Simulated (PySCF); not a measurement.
Sb(Br)(TeH)2 (BrH₂SbTe₂), SMILES [Br][Sb]([TeH])[TeH].

Geometry: PBE0-D3(BJ)/def2-SVP. The structure was generated by enumeration; whether it is a known compound was not checked. The def2 effective core potentials stand for the cores of Sb, Te; spin–orbit coupling is left out.

Two levels are set side by side: PBE/def2-TZVP (PySCF) and M06-2X/def2-TZVP (PySCF). Same geometry, gas phase. Differences are taken from unrounded values.

```csv
quantity,M06-2X
orbital gap (eV),6.34
highest occupied level (eV),-7.75
lowest empty level (eV),-1.41
dipole moment (D),2.13
mean polarisability (bohr³),147.7
```

Question: What does PBE give, and how far is it from M06-2X? (An estimate is asked for; the answer gives what the named calculation found.)

Answer: 
```
quantity                       PBE  PBE minus M06-2X
---------------------------  -----  ----------------
orbital gap (eV)              2.86             -3.48
highest occupied level (eV)  -5.68              2.07
lowest empty level (eV)      -2.82             -1.41
dipole moment (D)             1.96             -0.17
mean polarisability (bohr³)  151.3               3.5
```

PBE's occupied levels lie high since its potential decays too fast outside the molecule; exact exchange lowers them and widens the gap. Differences between two approximate levels are no errors against the true value.

Rough cost on one machine, each run with all the roots and properties that it gave: M06-2X against PBE within a factor of 2.
